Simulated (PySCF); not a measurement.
## Electron correlation in Kr⁺ (krypton, charge +1)

[Ar] 3d10 4s1 4p6, 2S determinant (an excited configuration). All numbers are calculated (PySCF 2.14, the spin-free X2C one-electron Hamiltonian (Gaussian nucleus), in x2c-TZVPPall with one added diffuse shell each of s, p, d type (7s6p5d1f, 57 functions)). Frozen: [Ne]; 25 electrons correlated.

| level | correlation energy (mhartree) |
| --- | --- |
| CCSD | -457.92 |
| (T) | -42.67 |
| CCSD(T) | -500.59 |

Diagnostics: T1 = 0.0076, D1 = 0.0281, largest double amplitude 0.202.

**Question.** Is a single reference adequate?

**Answer.** Not fully. A double-excitation amplitude exceeds 0.15, a sign of near-degeneracy.

This basis was not built for core-valence correlation, so the inner-shell part is incomplete.
